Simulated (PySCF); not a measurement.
(E)-2-bromo-1-fluoroprop-1-ene (C3H4BrF), SMILES F/C=C(\C)Br. Coordinates come from a PBE0-D3(BJ)/def2-SVP optimisation.

Computed equilibrium geometry at PBE0-D3(BJ)/def2-SVP (PySCF confirms it by a frequency run) as Cartesian coordinates in Å, and its point group:
point group Cs.
```xyz
9

C     -1.6725     0.9225     0.0000
C     -0.2350     0.5421     0.0000
Br     0.1605    -1.3054     0.0000
C      0.7926     1.3926     0.0000
F      0.5959     2.7093     0.0000
H     -2.1847     0.5204     0.8879
H     -1.7679     2.0169     0.0000
H     -2.1847     0.5204    -0.8879
H      1.8461     1.1043     0.0000
```
Charge 0, spin multiplicity 1.
